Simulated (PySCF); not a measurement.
# Energy and ionisation energy along a bond of AlFH cation

These are calculations, not measurements. They come from PySCF 2.14.0, an open-source quantum chemistry program, on an isolated molecule that a program drew, which may never have been made. The molecule is AlFH cation (charge +1, singlet), drawn as the SMILES string `[F][AlH+]`.

The structure below is the HF double-zeta minimum with every atom moved a little at random, so it isn't optimised. Bond Al2-H3 is then set to each length in the table by shifting atom 3 along it, with nothing else relaxed.
```xyz
3
AlFH cation, angstrom
F     0.4134    2.2248   -0.6891
Al   -0.6910    2.5757    0.4168
H    -2.0290    2.9608    1.2403
```

E is the energy above the same method's energy at the HF double-zeta minimum. IE is the energy to remove one electron at fixed geometry, to the doublet state of charge +2, as a difference of total energies. The basis family is cc-pV(n+d)Z, with UHF for radicals and no spin-orbit coupling. Best is HF at quadruple zeta, plus MP2 correlation extrapolated from triple and quadruple zeta, plus CCSD(T) minus MP2 at triple zeta, with a frozen core. The other columns are at triple zeta.

```
bond (Å),E MP2 (kcal/mol),E r2SCAN (kcal/mol),E CCSD(T) (kcal/mol),E best (kcal/mol),IE MP2 (eV),IE r2SCAN (eV),IE CCSD(T) (eV),IE best (eV),T1
1.5146,0.89,0.88,0.93,0.80,21.019,20.902,21.225,21.312,0.015
1.6176,1.93,1.57,1.65,1.55,20.540,20.534,20.772,20.862,0.015
1.6476,?,?,?,?,?,?,?,?,?
1.8516,13.40,12.04,12.05,12.03,19.534,19.662,19.827,19.921,0.016
1.9046,16.95,15.34,15.27,15.27,19.329,19.471,19.637,19.731,0.016
```

T1 is the CCSD diagnostic of the starting molecule.

**Estimate the best E and IE at 1.6476 Å from the other rows.**

A cubic in the inverse of the bond length through the other values of E best gives 2.36 kcal/mol there. A least-squares quadratic in the bond length through IE best gives 20.733 eV. The calculation gives 2.35 kcal/mol and 20.733 eV, so the fits miss by 0.01 kcal/mol and 0.000 eV. The same recipe one zeta lower moves these two values by 0.14 kcal/mol and 0.01 eV, a gauge of their own error. The rest of the row: E is 2.83 (MP2), 2.36 (r2SCAN), 2.45 (CCSD(T)); IE is 20.403 (MP2), 20.423 (r2SCAN), 20.643 (CCSD(T)); T1 is 0.015.
